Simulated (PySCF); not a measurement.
Here is a computed GFN2-xTB geometry (Å):
```
atom  x, y, z in Å
C1    -2.301    1.336    0.139
C2    -1.869    0.129    0.455
C3    -1.389   -0.887   -0.532
C4    -0.069   -1.571   -0.137
O5     1.079   -0.792   -0.353
C6     1.328    0.194    0.628
C7     2.666    0.848    0.323
H8    -2.660    2.028    0.883
H9    -2.310    1.685   -0.880
H10   -1.875   -0.199    1.488
H11   -1.269   -0.430   -1.516
H12   -2.147   -1.672   -0.611
H13   -0.119   -1.895    0.915
H14    0.073   -2.454   -0.767
H15    1.351   -0.276    1.625
H16    0.527    0.947    0.626
H17    2.630    1.323   -0.653
H18    2.893    1.596    1.078
H19    3.452    0.098    0.313
```

Charge 0, singlet.

**Question.** Read off the bonds between heavy atoms and their formal orders.

**Answer.** C1–C2 1.32 Å (double); C2–C3 1.50 Å (single); C3–C4 1.54 Å (single); C4–O5 1.40 Å (single); O5–C6 1.41 Å (single); C6–C7 1.52 Å (single). Bonds to hydrogen (Å): C1–H8 1.08; C1–H9 1.08; C2–H10 1.08; C3–H11 1.09; C3–H12 1.09; C4–H13 1.10; C4–H14 1.09; C6–H15 1.10; C6–H16 1.10; C7–H17 1.09; C7–H18 1.09; C7–H19 1.09.

**Question.** Give the structure as a SMILES string.

**Answer.** `C=CCCOCC`, C6H12O. Among its features: C=C double bond and ether.

**Question.** Name the point group.

**Answer.** C1 (no symmetry element, even within 0.4 Å).

**Question.** Classify the heavy atoms.

**Answer.** C1: terminal =CH2 carbon; C2: alkene CH carbon; C3: allylic carbon; C4: sp3 carbon bound to oxygen; O5: ether oxygen; C6: sp3 carbon bound to oxygen; C7: methyl carbon.

**Question.** What is the arrangement about C7?

**Answer.** It has 4 neighbours (C6, H17, H18, H19) and is tetrahedral (angles from 108.5° to 110.0°).

**Question.** What is the arrangement about C3?

**Answer.** It has 4 neighbours (C2, C4, H11, H12) and is distorted tetrahedral (angles from 107.1° to 114.0°).
